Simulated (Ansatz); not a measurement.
Isolated molecules relaxed with PBE0-D4/def2-TZVP in Ansatz; ΔE leaves out vibrations. CCSD(T)/CBS adds triple-zeta CCSD(T) − MP2 to the extrapolated MP2 energy (def2 sets, frozen cores). This one scheme is used for every species. DFT in def2-TZVPP. Elements past krypton have def2 core potentials. For Sb outer-core shells are correlated without core-valence functions, which leaves a few kJ/mol of doubt a bond. Each species was taken in one conformer, which may not be the lowest.

Reaction (formal exchange of groups at the Si–B bond): `N[B]([SiH3])[SbH2]` + `BC` → `CB[SiH3]` + `N[BH][SbH2]`

`N[B]([SiH3])[SbH2]`:

```xyz
11

N     1.363   -0.471    0.774
B     0.110   -0.124    0.294
Si   -0.158    1.618   -0.683
Sb   -1.654   -1.473    0.718
H     1.564   -1.338    1.247
H     2.175    0.116    0.662
H    -1.214    2.442   -0.029
H    -0.594    1.373   -2.087
H     1.094    2.435   -0.731
H    -1.989   -1.685   -0.942
H    -0.696   -2.892    0.777
```

`BC`:

```xyz
7

B    -0.697    0.536    0.009
C     0.503   -0.439   -0.074
H    -0.635    1.632   -0.472
H    -1.689    0.241    0.613
H     1.171   -0.283   -0.923
H     1.096   -0.190    0.824
H     0.250   -1.496    0.023
```

`CB[SiH3]`:

```xyz
10

C     0.900   -0.963   -0.871
B     0.657    0.205    0.119
Si   -1.167    0.832    0.715
H     1.051   -1.826   -0.197
H     1.820   -0.887   -1.454
H     0.061   -1.229   -1.517
H     1.608    0.757    0.601
H    -1.252    0.947    2.199
H    -2.289   -0.034    0.252
H    -1.390    2.198    0.153
```

`N[BH][SbH2]`:

Cartesian coordinates in Å:
```
N 0.595 -0.174 -1.225
B -0.445 0.347 -0.477
Sb -0.245 0.749 1.727
H 1.472 -0.472 -0.832
H 0.533 -0.313 -2.221
H -1.459 0.653 -1.036
H -1.457 -0.389 2.114
H 1.004 -0.401 1.951
```

```
             level  ΔE (kcal/mol)  difference from CCSD(T)/CBS
         revPBE-D4            1.7                         -0.3
           PBE0-D4            1.3                         -0.7
        r2SCAN0-D4            1.2                         -0.8
           ωB97X-V            1.1                         -0.9
              PBE0            0.6                         -1.4
           r2SCANh            0.9                         -1.1
             BHLYP            0.4                         -1.6
  CCSD(T)/def2-SVP            1.7                         -0.3
SCS-MP2/def2-QZVPP            2.2                          0.2
      HF/CBS(def2)            0.1                         -1.9
       CCSD(T)/CBS            2.0                            0
```

What do rigid-rotor, harmonic-oscillator terms from PBE0-D4/def2-TZVP frequencies (298.15 K, 1 bar) make of the CCSD(T)/CBS value? (Estimate.)

Ansatz gave: ΔZPE = +0.3 kcal/mol, ΔH = +2.0 kcal/mol, ΔS = 2 J/(mol·K), ΔG = +1.8 kcal/mol.

Largest T1 diagnostic among the species: 0.014.

Leaving LDA and LC-ωPBE aside and taking each functional with its dispersion term where it has one, the values, not all of them listed here, spread over 0.9 kcal/mol, from B97M-V to BHLYP-D4. The D4 term adds +1.3 kcal/mol with B3LYP and +0.7 kcal/mol with PBE0; it sums over pairs of atoms, weighted by their polarisabilities, and B3LYP, whose exchange is more repulsive, gets the larger term. In def2-TZVPP, CCSD(T) changes the Hartree–Fock value by +1.5 kcal/mol (the triples alone add +0.4 kcal/mol) and MP2 by +2.3 kcal/mol.

B3LYP here is the variant with VWN-RPA as its local correlation; programs differ in this.
